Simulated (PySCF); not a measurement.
Species: C₄H₁₀O₃Si.
Bonds: C1–O2, O2–C3, C3–Si4, Si4–O5, O5–C6, C6–C7, C7–O8, Si4–O8. Hydrogens: H9, H10, H11 on C1; H12, H13 on C3; H14 on Si4; H15, H16 on C6; H17, H18 on C7.

The closed-shell ground state was solved at several levels (PySCF, density fitting, gas phase, non-relativistic). The structure is a single PBE0-D3(BJ)/def2-SVP conformer in the gas phase; no vibrational or solvent corrections.

```tsv
level	basis functions	total energy (Eh)	HOMO (eV)	LUMO (eV)	gap (eV)	dipole (D)
B97-2/pcSseg-1	193	-673.4730	-7.32	1.20	8.52	1.10
PBE0/pcSseg-1	193	-673.0467	-7.58	1.18	8.76	1.10
```

**Question.** Estimate the row for CAM-B3LYP/def2-SVPD, a basis of 253 functions; the other rows only guide the guess.

**Answer.** Total energy -673.1478 Eh, HOMO -9.17 eV, LUMO 1.25 eV, gap 10.42 eV, dipole 1.12 D.

**Question.** Over all these levels, which gives the widest orbital gap and which the narrowest?

**Answer.** CAM-B3LYP/def2-SVPD (range-separated hybrid) has the widest, 10.42 eV, and B97-2/pcSseg-1 (global hybrid, 21 % exact exchange) the narrowest, 8.52 eV. Functional and basis both differ between the two, so the spread mixes both effects.

**Question.** How far do the dipole and the HOMO energy spread over the levels?

**Answer.** The dipole runs from 1.10 to 1.12 D (mean 1.11 D) and the HOMO from -9.17 to -7.32 eV.
